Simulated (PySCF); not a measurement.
Working out the ionisation energy of Kr

Kr [Kr] (1S) → Kr⁺ [Ar] 3d10 4s2 4p5 (2P). All numbers are calculated (PySCF 2.14, the spin-free X2C one-electron Hamiltonian (Gaussian nucleus), in x2c-TZVPall). Frozen: [Ar] 3d10. Energies in hartree (1 hartree = 27.21139 eV):

```csv
part,Kr (lower),Kr⁺ (upper)
UHF,-2788.179266,-2787.699412
CCSD correlation,-0.187714,-0.157432
(T),-0.005512,-0.004045
```

**Question.** What does Hartree-Fock give?

**Answer.** (-2787.699412) − (-2788.179266) = 0.479854 hartree = 13.057 eV.

**Question.** What do CCSD and CCSD(T) give?

**Answer.** The CCSD correlation energies differ by 0.030282 hartree = 0.824 eV and the triples by 0.001467 hartree = 0.040 eV, so CCSD gives 13.881 eV and CCSD(T) 13.921 eV.

Measured between the centres of the two terms (NIST): 14.222 eV, so CCSD(T) (valence) is off by -0.301 eV.

What remains against the reference includes basis incompleteness, the frozen core and higher excitations.
